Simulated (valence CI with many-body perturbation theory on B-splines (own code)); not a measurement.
Mo3+: electric-dipole lines

Computed by relativistic CI+MBPT: three valence electrons over a frozen Dirac-Fock core [Kr], a basis of 7 s, 7 p, 8 d, 6 f, 4 g, 1 h functions for each j, with the one-electron correlation potential Σ1, the two-electron term Σ2, the three-electron term Σ3, Breit, model QED; selected CI, second order for the rest, scaled by the run's own slope (own B-spline code, finite nucleus).

Against 64 measured levels this calculation errs by 530 cm⁻¹ on average and by 1922 at most. These come from a selection out of Sugar and Musgrove, J. Phys. Chem. Ref. Data 17, 155 (1988). Levels without a partner in it may be off by more, other configurations by 1,000 to 8,000 cm⁻¹.

Lines 1 to 50 of 544 in falling wavelength, among levels below 213210 cm⁻¹, chosen from the strongest by gf and those to the six lowest levels. Wavelengths and rates use the calculated energies, so an error of 500 cm⁻¹ moves a line at 716.4 nm by 3.6 % and its rate by three times that or more. Electric multipoles are in the length gauge, E1 and E2 with the static RPA response of the core. Weak lines are less certain than strong ones. Lines between different terms over intervals too small for the method are left out, as are lines whose strength nearly cancels. Where a level lies close to another of its J and parity, the split of strength between their lines is uncertain. The highest levels of a list are the least certain.

Names give the largest LS component (configuration and term), which can be under half, so a name can repeat, a term be missing and a line seem to break the LS rules; names also repeat where a configuration has a term twice. Letters in brackets count levels of one name in rising energy.

| λ vac (nm) | Upper | Lower | A (s⁻¹) | S (a.u.) with core polarisation | S without |
| --- | --- | --- | --- | --- | --- |
| 716.4 | 4d2.4f 2G°_7/2 | 4d2.5d 2G_7/2 [a] | 6.35e+06 | 9.23e+00 | 9.59e+00 |
| 711.8 | 4d2.4f 2G°_9/2 [a] | 4d2.5d 2G_9/2 [a] | 7.17e+06 | 1.28e+01 | 1.33e+01 |
| 627.4 | 4d2.4f 4D°_7/2 | 4d2.5d 4P_5/2 [a] | 8.66e+06 | 8.45e+00 | 8.77e+00 |
| 611.0 | 4d2.4f 2F°_7/2 | 4d2.5d 4F_5/2 [a] | 1.16e+07 | 1.05e+01 | 1.08e+01 |
| 604.1 | 4d2.4f 4G°_7/2 | 4d2.5d 2D_5/2 [a] | 8.77e+06 | 7.63e+00 | 7.91e+00 |
| 603.2 | 4d2.4f 4I°_13/2 | 4d2.5d 4H_13/2 | 7.72e+06 | 1.17e+01 | 1.22e+01 |
| 599.6 | 4d2.4f 4F°_9/2 | 4d2.5d 4F_7/2 [a] | 1.94e+07 | 2.07e+01 | 2.14e+01 |
| 591.6 | 4d2.4f 2G°_9/2 [b] | 4d2.6s 2F_7/2 | 9.74e+06 | 9.95e+00 | 1.03e+01 |
| 587.2 | 4d2.4f 4H°_13/2 | 4d2.5d 4H_11/2 | 4.27e+07 | 5.97e+01 | 6.22e+01 |
| 583.7 | 4d2.4f 4G°_7/2 | 4d2.5d 4F_5/2 [a] | 1.32e+07 | 1.04e+01 | 1.07e+01 |
| 582.5 | 4d2.4f 4G°_9/2 | 4d2.5d 4F_9/2 [a] | 3.23e+07 | 3.15e+01 | 3.25e+01 |
| 581.0 | 4d2.4f 4H°_11/2 | 4d2.5d 4H_9/2 | 4.46e+07 | 5.18e+01 | 5.40e+01 |
| 578.4 | 4d2.6p 4F°_7/2 [b] | 4d2.6s 2F_7/2 | 1.97e+07 | 1.50e+01 | 1.55e+01 |
| 578.3 | 4d2.4f 4I°_15/2 | 4d2.5d 4H_13/2 | 5.09e+07 | 7.77e+01 | 8.09e+01 |
| 577.8 | 4d2.4f 4I°_13/2 | 4d2.5d 4G_11/2 | 3.65e+07 | 4.87e+01 | 5.08e+01 |
| 576.5 | 4d2.4f 2G°_9/2 [b] | 4d2.5d 2G_7/2 [b] | 1.17e+07 | 1.11e+01 | 1.15e+01 |
| 575.6 | 4d2.4f 4G°_11/2 | 4d2.5d 4F_9/2 [a] | 3.01e+07 | 3.40e+01 | 3.52e+01 |
| 575.2 | 4d2.4f 4G°_5/2 [a] | 4d2.5d 4F_3/2 [a] | 1.80e+07 | 1.02e+01 | 1.05e+01 |
| 574.1 | 4d2.4f 4H°_9/2 | 4d2.5d 4H_7/2 | 4.09e+07 | 3.82e+01 | 3.98e+01 |
| 571.6 | 4d2.6p 2F°_5/2 [b] | 4d2.6s 2F_5/2 | 2.01e+07 | 1.11e+01 | 1.15e+01 |
| 571.5 | 4d2.6p 2F°_5/2 [a] | 4d2.6s 4F_5/2 | 2.12e+07 | 1.17e+01 | 1.21e+01 |
| 570.4 | 4d2.4f 4I°_11/2 | 4d2.5d 4G_9/2 | 3.66e+07 | 4.02e+01 | 4.19e+01 |
| 569.7 | 4d2.4f 4G°_5/2 [b] | 4d2.5d 4F_5/2 [a] | 1.98e+07 | 1.09e+01 | 1.12e+01 |
| 569.2 | 4d2.4f 4H°_7/2 | 4d2.5d 4G_5/2 | 2.85e+07 | 2.08e+01 | 2.17e+01 |
| 568.5 | 4d.5s.5p 2F°_7/2 [b] | 4d2.5d 2F_5/2 [b] | 1.60e+07 | 1.16e+01 | 1.21e+01 |
| 567.5 | 4d2.4f 4F°_7/2 | 4d2.5d 4F_7/2 [a] | 3.71e+07 | 2.68e+01 | 2.77e+01 |
| 565.4 | 4d2.4f 4I°_9/2 | 4d2.5d 4G_7/2 | 3.33e+07 | 2.97e+01 | 3.10e+01 |
| 564.8 | 4d2.4f 2D°_5/2 | 4d2.6s 2F_7/2 | 1.53e+07 | 8.14e+00 | 8.41e+00 |
| 557.3 | 4d2.4f 2G°_9/2 [b] | 4d2.5d 2F_7/2 [b] | 1.84e+07 | 1.57e+01 | 1.64e+01 |
| 555.7 | 4d2.4f 2G°_7/2 | 4d2.5d 2F_5/2 [a] | 3.30e+07 | 2.24e+01 | 2.33e+01 |
| 555.4 | 4d2.6p 2F°_5/2 [a] | 4d2.6s 4F_3/2 | 1.69e+07 | 8.60e+00 | 8.87e+00 |
| 553.9 | 4d.5s.5p 2F°_7/2 [b] | 4d2.6s 2F_5/2 | 1.98e+07 | 1.33e+01 | 1.37e+01 |
| 553.6 | 4d2.6p 4G°_7/2 | 4d2.6s 4F_7/2 | 2.14e+07 | 1.43e+01 | 1.48e+01 |
| 552.0 | 4d2.6p 2D°_3/2 | 4d2.6s 4F_5/2 | 4.43e+07 | 1.47e+01 | 1.52e+01 |
| 550.9 | 4d2.4f 4G°_9/2 | 4d2.5d 4F_7/2 [a] | 1.08e+07 | 8.93e+00 | 9.27e+00 |
| 549.7 | 4d2.4f 4I°_13/2 | 4d2.5d 4H_11/2 | 6.10e+06 | 7.00e+00 | 7.28e+00 |
| 548.3 | 4d2.6p 4F°_7/2 [a] | 4d2.5d 2F_5/2 [b] | 1.07e+07 | 6.97e+00 | 7.25e+00 |
| 546.4 | 4d2.6p 2F°_5/2 [b] | 4d2.6s 4F_7/2 | 1.86e+07 | 8.99e+00 | 9.27e+00 |
| 545.9 | 4d2.4f 4I°_9/2 | 4d2.5d 4H_7/2 | 1.08e+07 | 8.64e+00 | 9.00e+00 |
| 545.1 | 4d2.4f 2G°_9/2 [a] | 4d2.5d 2F_7/2 [a] | 3.60e+07 | 2.88e+01 | 3.00e+01 |
| 542.4 | 4d2.6p 4F°_5/2 [a] | 4d2.6s 4F_7/2 | 2.56e+07 | 1.21e+01 | 1.25e+01 |
| 539.4 | 4d2.6p 4D°_3/2 | 4d2.6s 2F_5/2 | 2.69e+07 | 8.33e+00 | 8.59e+00 |
| 535.4 | 4d2.6p 4F°_5/2 [b] | 4d2.6s 2F_5/2 | 2.38e+07 | 1.08e+01 | 1.12e+01 |
| 533.9 | 4d2.6p 4F°_7/2 [b] | 4d2.6s 4F_9/2 | 4.66e+07 | 2.80e+01 | 2.89e+01 |
| 529.7 | 4d2.4f 2I°_13/2 | 4d2.5d 2H_11/2 [a] | 6.68e+07 | 6.86e+01 | 7.13e+01 |
| 528.9 | 4d2.6p 4D°_5/2 | 4d2.6s 2F_5/2 | 2.56e+07 | 1.12e+01 | 1.16e+01 |
| 528.5 | 4d2.4f 2I°_11/2 | 4d2.5d 2H_9/2 [a] | 6.52e+07 | 5.70e+01 | 5.92e+01 |
| 528.0 | 4d2.6p 4G°_5/2 | 4d2.6s 4F_3/2 | 5.70e+07 | 2.49e+01 | 2.57e+01 |
| 523.7 | 4d2.6p 2G°_7/2 [b] | 4d2.6s 4F_9/2 | 1.18e+07 | 6.71e+00 | 6.91e+00 |
| 517.9 | 4d2.6p 4G°_7/2 | 4d2.6s 4F_5/2 | 5.74e+07 | 3.15e+01 | 3.25e+01 |
